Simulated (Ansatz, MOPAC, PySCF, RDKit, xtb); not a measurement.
Noncovalent pair: CH4O (SMILES CO) (first 6 atoms) with C3H8 (SMILES CCC); geometry from B3LYP-D3(BJ)/def2-TZVP, rigid monomers moved along the line of their centres of mass till H6···C7 is 3.06 Å.
(charge 0, multiplicity 1):
```xyz
17

C      0.4843     0.2433    -0.2798
O     -0.5138    -0.5181     0.3832
H      0.7516     1.1470     0.2786
H      0.0681     0.5428    -1.2407
H      1.3934    -0.3402    -0.4639
H     -0.1745    -0.7962     1.2398
C     -0.3005    -1.2589     4.2608
C     -0.0217     0.1063     4.8843
C      0.3388     1.1681     3.8485
H     -0.5323    -2.0100     5.0179
H     -1.1520    -1.2120     3.5768
H      0.5690    -1.6205     3.7026
H      0.7907     0.0150     5.6111
H     -0.9006     0.4314     5.4480
H      0.5202     2.1378     4.3152
H      1.2458     0.8909     3.3039
H     -0.4628     1.2931     3.1170
```

```
level                            interaction energy (kcal/mol)  cost
-------------------------------  -----------------------------  ----
MMFF94                                                   -0.81     -
UFF                                                      -1.31     -
GFN-FF                                                   -0.84     -
AM1                                                      -0.40     -
PM3                                                      -1.20     -
PM6                                                      -0.64     -
PM7                                                      -1.27     -
GFN1-xTB                                                 -1.08     -
GFN2-xTB                                                 -1.53     -
HF/STO-3G (no counterpoise)                               0.06     -
HF/3-21G (no counterpoise)                               -0.82     -
HF/6-31G*                                                 0.00     -
HF/6-31G* (no counterpoise)                              -0.48     -
HF/aug-cc-pVDZ                                           -0.02     -
PBE/def2-TZVPPD                                          -0.87    ×1
PBE-D3(BJ)/def2-TZVPPD                                   -1.88    ×1
PBE-D4/def2-TZVPPD                                       -1.76    ×1
BP86/6-31G* (no counterpoise)                            -0.48     -
r2SCAN/def2-TZVPPD                                       -1.19    ×2
r2SCAN-D3(BJ)/def2-TZVPPD                                -1.70    ×2
r2SCAN-D4/def2-TZVPPD                                    -1.64    ×2
B3LYP/3-21G (no counterpoise)                            -1.28     -
B3LYP/6-31G*                                             -0.20     -
B3LYP/6-31G* (no counterpoise)                           -0.97     -
B3LYP/def2-TZVPPD                                        -0.15    ×2
B3LYP-D3(BJ)/def2-TZVPPD                                 -1.58    ×2
B3LYP-D4/def2-TZVPPD                                     -1.36    ×2
PBE0/def2-TZVPPD                                         -0.76    ×1
PBE0-D3(BJ)/def2-TZVPPD                                  -1.73    ×1
PBE0-D4/def2-TZVPPD                                      -1.62    ×1
M06-2X/6-31G* (no counterpoise)                          -1.85     -
wB97X-V/def2-TZVPPD                                      -1.58    ×3
wB97M-V/def2-TZVPPD                                      -1.47    ×3
MP2/6-31G*                                               -0.67     -
MP2/6-31G* (no counterpoise)                             -1.60     -
MP2/aug-cc-pVDZ                                          -1.31    ×1
SCS-MP2/aug-cc-pVDZ                                      -0.98     -
```

The rows run from -1.88 (PBE-D3(BJ)/def2-TZVPPD) to 0.06 kcal/mol (HF/STO-3G (no counterpoise)). The dispersion term adds -1.01 in PBE-D3(BJ), -0.89 in PBE-D4, -0.51 in r2SCAN-D3(BJ). The 6 functionals in def2-TZVPPD without D3 or D4 span 1.43, from wB97X-V to B3LYP.

Counterpoise-corrected where a basis set is named; no monomer relaxation. Rows marked so take none. RDKit's UFF carries no charges.

Frozen-core correlation. Rows in 3-21G, 6-31G*, STO-3G carry no dispersion term and start afresh at each structure (6-31G* with six Cartesian d functions). MP2/6-31G* freezes PySCF's default core. The state reached by AM1, PM3, PM6, PM7 isn't checked; PM7 holds dispersion and hydrogen-bond terms.

Run with Ansatz (a first-principles code) with Gaussian orbitals; MOPAC for AM1, PM3, PM6, PM7 (differences of heats of formation); PySCF for 3-21G rows, 6-31G* rows, STO-3G rows, the dispersion terms; RDKit for the force fields; xtb for the GFN methods. 

Costs are rough ratios of core time to PBE/def2-TZVPPD (about 9 s over the structures, on one shared machine); a dash marks a level with no comparable run of its own.
